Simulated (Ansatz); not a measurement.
The first iterations of a band of a periodic cell of 19 atoms, LiC₁₈ (surface graphene monolayer, adsorbate Li).

These are results of DFT PBEsol, scalar-relativistic, plane waves, PAW in Ansatz, not measurements. Settings: cutoff 420 eV, k mesh 2x2x1, gaussian smearing 0.02 eV, spin collinear.

```yaml
movable_images: 5
climbing_image: yes
spring: 5.0 eV/Å²
optimiser: quadratic models (default)
start_path: straight line
force_threshold: 0.05 eV/Å
iteration_limit: 45
end_points: relaxed
```

First end point:

```xyz
19
Lattice="7.3980 0.0000 0.0000 -3.6990 6.4069 0.0000 0.0000 0.0000 13.0000" Properties=species:S:1:pos:R:3
C 0.005 -0.026 1.016
C 1.238 0.679 1.016
C -1.233 2.106 1.017
C -0.001 2.818 1.003
C -2.461 4.245 1.017
C -1.233 4.960 1.018
C 2.471 -0.026 1.016
C 3.704 0.686 1.017
C 1.238 2.102 1.001
C 2.477 2.818 1.002
C -0.001 4.249 1.005
C 1.238 4.964 1.006
C 4.937 -0.020 1.019
C 6.170 0.686 1.017
C 3.710 2.106 1.016
C 4.937 2.821 1.016
C 2.477 4.249 1.004
C 3.710 4.960 1.018
Li 1.240 3.522 2.656
```

Last end point:

Only the atoms that move by more than 0.05 Å are listed.
```
Li19 0.007 5.657 2.656
```

| iteration | highest image above the first end (eV) | largest band force component (eV/Å) |
| --- | --- | --- |
| 1 | 0.727 | 2.907 |
| 2 | 0.496 | 1.587 |

Question: Does the band converge within its limit, and where does its top end?

Answer: The forces met the threshold. It ended after 5 iterations with the highest image 0.369 eV above the first end. By the program's own check the climbing image is of a kind that is not told: the force calls were inconclusive, a negative curvature could not be distinguished from the path's own, the only one lies far off the path, or fixed occupations may fill a level only in part (lowest curvatures found: -0.97 and 0.22 eV/Å²). Limits of this set-up: slab without dipole correction.

Time of the run: 3.5 min on 2 threads of Arm Neoverse V2, with other jobs on the host, peak memory 1.9 GiB.
